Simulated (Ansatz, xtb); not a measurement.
## Two isomers of C5H9BO

Structure I: `BC1(C=O)CCC1`, a singlet. Structure II: `B[C@@H]1CC[C@H]1C=O`, a singlet. Both are isolated molecules in the gas phase, relaxed with B3LYP/def2-SVP; the shapes shown needn't be the lowest conformers.

I (Å):

```xyz
16

C     1.8620   -0.3740   -0.5012
C     2.4041   -1.7660   -0.4361
C     1.4658    0.1754   -1.8871
C    -0.0070    0.3196   -1.4260
C     0.3246   -0.2476   -0.0214
B     2.2233    0.5681    0.6644
O     2.8560   -2.3737   -1.3759
H     2.1573    1.7637    0.5228
H     2.4788    0.0954    1.7449
H     2.3645   -2.2275    0.5876
H     1.9621    1.1137   -2.1726
H     1.6243   -0.5652   -2.6831
H    -0.3888    1.3505   -1.4035
H    -0.7236   -0.3018   -1.9826
H    -0.1201   -1.2132    0.2597
H     0.1297    0.4503    0.8188
```

II (Å):

```yaml
atoms:
  - { symbol: C, position_ang: [0.6887, 0.6991, -0.3866] }
  - { symbol: C, position_ang: [0.8407, 0.0096, -1.7761] }
  - { symbol: C, position_ang: [-0.1217, 1.0652, -2.3710] }
  - { symbol: C, position_ang: [0.0393, 1.9454, -1.0967] }
  - { symbol: C, position_ang: [-1.2162, 2.4886, -0.4721] }
  - { symbol: B, position_ang: [1.8480, 0.8474, 0.6402] }
  - { symbol: O, position_ang: [-1.3844, 3.6241, -0.1065] }
  - { symbol: H, position_ang: [2.6946, -0.0109, 0.7346] }
  - { symbol: H, position_ang: [1.8911, 1.7958, 1.3878] }
  - { symbol: H, position_ang: [-0.0964, 0.1724, 0.2056] }
  - { symbol: H, position_ang: [1.8634, 0.0961, -2.1756] }
  - { symbol: H, position_ang: [0.5339, -1.0448, -1.8487] }
  - { symbol: H, position_ang: [0.1599, 1.5363, -3.3244] }
  - { symbol: H, position_ang: [-1.1503, 0.6789, -2.4657] }
  - { symbol: H, position_ang: [0.7496, 2.7754, -1.2284] }
  - { symbol: H, position_ang: [-2.0311, 1.7182, -0.3507] }
```

**Question.** Estimate E(II) − E(I) at the level CCSD(T)/def2-SVP + ΔMP2/def2-TZVPP.

**Answer.** Calculated at CCSD(T)/def2-SVP + ΔMP2/def2-TZVPP: E(II) − E(I) = +19.9 kJ/mol, so structure I lies lower.

Level by level:

```json
{"level": "B3LYP/def2-SVP", "geometry": "B3LYP/def2-SVP", "E(II) − E(I) (kJ/mol)": "+15.7", "departure from the last row (kJ/mol)": "−4.2", "job, with rough time for the two": "optimisation, 3 min"}
{"level": "HF/def2-SVP", "geometry": "B3LYP/def2-SVP", "E(II) − E(I) (kJ/mol)": "−0.4", "departure from the last row (kJ/mol)": "−20.4", "job, with rough time for the two": "part of the CCSD(T) run"}
{"level": "MP2/def2-SVP", "geometry": "B3LYP/def2-SVP", "E(II) − E(I) (kJ/mol)": "+21.8", "departure from the last row (kJ/mol)": "+1.9", "job, with rough time for the two": "part of the CCSD(T) run"}
{"level": "CCSD(T)/def2-SVP", "geometry": "B3LYP/def2-SVP", "E(II) − E(I) (kJ/mol)": "+17.1", "departure from the last row (kJ/mol)": "−2.9", "job, with rough time for the two": "single point"}
{"level": "CCSD(T)/def2-SVP + ΔMP2/def2-TZVPP", "geometry": "B3LYP/def2-SVP", "E(II) − E(I) (kJ/mol)": "+19.9", "departure from the last row (kJ/mol)": "", "job, with rough time for the two": "single point, 2.7 min"}
```

As drawn, both hold the same kinds of bond in the same numbers.

HF/def2-SVP finds them nearly level. The largest departure from CCSD(T)/def2-SVP + ΔMP2/def2-TZVPP is that of HF/def2-SVP, 20.4 kJ/mol. Levels run at GFN2-xTB geometries aren't shown. The last row adds to CCSD(T) the change of the MP2 difference between the two basis sets, here +2.9 kJ/mol.

With thermal terms from frequencies at re-optimised GFN2-xTB minima (ideal gas, soft modes damped towards free rotors, one conformer each, 298.15 K, 1 atm): the zero-point term adds −1.2 kJ/mol; ΔH is +18.8 and ΔG +18.1 kJ/mol.

The correlated steps freeze 7 core orbitals. Mirror images aren't counted in ΔG. Programs: Ansatz 0.2.0, xtb 6.7.1; the last row on 2 threads of Arm Neoverse V2 on a shared host.
